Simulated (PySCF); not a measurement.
Species: `CO[SiH2][Si@H](F)OC[SiH3]`. The columns A, B, C and D hold Mulliken, IAO, Hirshfeld and ESP-fitted charges (e) of one PBE0/pcSseg-1 density (PySCF), in a shuffled order. Coordinates in Å (GFN2-xTB); the density's dipole moment is (0.44, 1.04, 0.74) D.

```
atom       x       y       z       A       B       C       D
  C1   4.168   0.594  -0.004  -0.211  -0.198  -0.032  -0.004
  O2   2.909   0.007   0.110  -0.322  -0.647  -0.232  -0.649
 Si3   1.509   0.565  -0.491  +0.434  +0.698  +0.313  +0.512
 Si4   0.106  -1.069   0.205  +0.489  +1.135  +0.403  +0.937
  F5  -0.006  -2.300  -0.854  -0.292  -0.548  -0.218  -0.438
  O6  -1.303  -0.284   0.126  -0.337  -0.653  -0.227  -0.658
  C7  -2.610  -0.836   0.160  -0.152  -0.331  -0.077  -0.220
 Si8  -3.772   0.530  -0.474  +0.338  +0.625  +0.319  +0.521
  H9   4.874   0.018   0.594  +0.121  +0.155  +0.051  +0.120
 H10   4.146   1.625   0.354  +0.116  +0.129  +0.042  +0.097
 H11   4.494   0.597  -1.046  +0.117  +0.132  +0.043  +0.101
 H12   1.247   1.924   0.024  -0.119  -0.141  -0.085  -0.102
 H13   1.623   0.778  -1.949  -0.096  -0.137  -0.082  -0.098
 H14   0.247  -1.855   1.434  -0.082  -0.154  -0.079  -0.139
 H15  -2.837  -1.145   1.184  +0.117  +0.142  +0.042  +0.135
 H16  -2.637  -1.737  -0.458  +0.129  +0.145  +0.043  +0.141
 H17  -3.692   1.668   0.441  -0.083  -0.114  -0.074  -0.081
 H18  -3.337   0.927  -1.811  -0.068  -0.112  -0.072  -0.080
 H19  -5.139   0.001  -0.508  -0.099  -0.126  -0.078  -0.097
```

Q: Which column most likely holds the ESP-fitted charges?

A: A. Σ q r misses the density's dipole by 0.04 D (A), 0.32 D (C), 1.87 D (D), 2.05 D (B). Charges fitted to the outside potential are the only set here that is tied to the molecule's multipoles.

Q: And the Hirshfeld charges?

A: C. The mean sizes are 0.132 e (C), 0.196 e (A), 0.270 e (D), 0.333 e (B), and Hirshfeld charges are commonly the smallest of these schemes.

As computed, A = ESP-fitted, B = IAO, C = Hirshfeld, D = Mulliken. Hydrogens on carbon: ESP-fitted +0.12 to +0.13, IAO +0.13 to +0.16, Hirshfeld +0.04 to +0.05, Mulliken +0.10 to +0.14 e.

The Mulliken scheme gives each basis function's population to the atom it is centred on and halves the overlap population of two atoms between them. The IAO scheme counts the electrons in orthogonalised intrinsic atomic orbitals, a minimal basis polarised so that it spans the occupied orbitals exactly.

The structure is a single GFN2-xTB conformer in the gas phase; no vibrational or solvent corrections.

The run behind these numbers computed NMR shieldings as well. On an Arm Neoverse N1 with one thread, shared host, this took 67 s of wall time and 0.94 GiB of memory at its peak.

Shape of the structure used: `[CH3:1][O:2][SiH2:3][Si@H:4]([F:5])[O:6][CH2:7][SiH3:8]`: C1–O2–Si3–Si4 180°, O2–Si3–Si4–F5 -88°, Si3–Si4–O6–C7 165°, Si4–O6–C7–Si8 -164°.
